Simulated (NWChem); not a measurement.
Species: B$_{2}$F$_{3}$, doublet; SMILES F[B]B(F)F

```xyz
5

F     -0.1590     2.2217     0.0000
B      0.4167     1.0624     0.0000
B      0.0170    -0.5648     0.0000
F     -0.0410    -1.2491     1.1315
F     -0.0410    -1.2491    -1.1315
```
Atoms are numbered in this order, from 1.

Results from NWChem. Spin-unrestricted. In the optimisation the excess spin sits in a' (Cs, its own frame). The geometry was optimised at PBE0/def2-SVP, spin-unrestricted. No stability test was run on the SCF state.

**Question.** Taking PBE0/def2-TZVPD as the yardstick, which of these has the fewest basis functions while keeping “highest occupied level (eV)” within 0.2 eV of it: PBE0/def2-TZVP; PBE0/def2-SVP; PBE0/def2-SVPD; PBE0/def2-TZVPP; PBE0/STO-3G?

**Answer.** PBE0/def2-SVP.
```json
[
 {"level": "PBE0/STO-3G", "basis functions": "25", "highest occupied level (eV)": "-1.87"},
 {"level": "PBE0/def2-SVP", "basis functions": "70", "highest occupied level (eV)": "-6.03"},
 {"level": "PBE0/def2-SVPD", "basis functions": "109", "highest occupied level (eV)": "-6.26"},
 {"level": "PBE0/def2-TZVP", "basis functions": "155", "highest occupied level (eV)": "-6.15"},
 {"level": "PBE0/def2-TZVPP", "basis functions": "155", "highest occupied level (eV)": "-6.15"},
 {"level": "PBE0/def2-TZVPD", "basis functions": "194", "highest occupied level (eV)": "-6.18"}
]
```

The yardstick is one finite set, not the basis-set limit.
